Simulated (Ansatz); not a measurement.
Br₃Ga, singlet, geometry from GFN2-xTB (such geometries of metal compounds can be far from the true shape).

Input for Ansatz (an electronic-structure program):
Ansatz 0.2 input:
```yaml
crystal:
  periodic: [false, false, false]
  atoms:
    - {symbol: Ga, position_ang: [0.00000000, -0.00000000, 0.00000000]}
    - {symbol: Br, position_ang: [2.17032508, -0.33225835, -0.66424648]}
    - {symbol: Br, position_ang: [-0.77422939, -0.98270758, 1.92270243]}
    - {symbol: Br, position_ang: [-1.39609569, 1.31496593, -1.25845594]}
basis:
  gaussian:
    orbitals: STO-3G
hamiltonian:
  xc: b3lyp
```

### Question
Give the total energy at the level Ansatz with B3LYP/STO-3G.

### Answer
-9540.3519 Eh

### Question
Give the number of basis functions at the level B3LYP/STO-3G.

### Answer
72
